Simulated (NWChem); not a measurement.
**Correlation energy of Ga (+1)**

```
Ga
```
Charge +1, spin multiplicity 1.

Program: NWChem.

Basis set: 3-21G. Each correlation energy counts from its own Hartree-Fock reference.

The Hamiltonian is non-relativistic. The correlated methods keep 9 core orbitals frozen. Coupled-cluster values serve here as a point of comparison, not as the truth.

### Question
One of these methods gave a correlation energy of -22.3 mHa. Which?
A) MP2
B) CCSD
C) SCS-MP2

### Answer
A, MP2. The others give -26.5 (SCS-MP2), -36.6 (CCSD).
